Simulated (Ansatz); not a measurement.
# Forces away from equilibrium

CH₃AsLi (SMILES [Li][CH][AsH2]), doublet, displaced at random from a GFN2-xTB minimum.

Li1  (-1.693, -1.387, 0.792)
C2  (0.026, -0.930, -0.107)
As3  (0.827, 0.829, 0.250)
H4  (0.805, -1.578, -0.670)
H5  (0.542, 1.556, -1.132)
H6  (-0.451, 1.559, 0.872)
(Å)

Computed with Ansatz 0.2.0 (basis: def2-TZVPP); correlated methods freeze the cores; orbitals are unrestricted. Filled d shells of the heavier atoms are correlated. The outer core shell of Li, Na, Mg and K is correlated. The def2 sets are not built for correlating such inner shells, so the correlated values are less sure here.

CCSD(T) forces from the calculation:
```csv
atom,Fx,Fy,Fz (eV/Å)
Li1,0.406,0.125,-0.240
C2,0.723,-0.708,-0.250
As3,-1.059,0.353,-0.592
H4,-1.032,1.138,0.730
H5,0.250,-0.380,0.673
H6,0.711,-0.530,-0.321
```

Which atom feels the largest CCSD(T) force, and how large is it?

H4, 1.70 eV/Å, along (-0.61, 0.67, 0.43).

Root-mean-square difference of the force components from those of CCSD(T): PBE0-D4 0.072; wB97M-V 0.065; r2SCAN-D4 0.063; PBE-D4 0.183; CAM-B3LYP-D4 0.069; r2SCANh-D4 0.049 eV/Å.

No T1 diagnostic of these runs exceeds 0.016. ⟨S²⟩ of the unrestricted Hartree–Fock references: 0.77 (a pure state has 0.75).

For scale, one of the runs: CCSD(T)/def2-TZVPP forces, 140 basis functions (an equivalent command: `ansatz run in.yaml --threads 4`). Hardware: 4 CPU threads, shared host. Wall time 3.7 min; peak host memory 3.5 GiB.
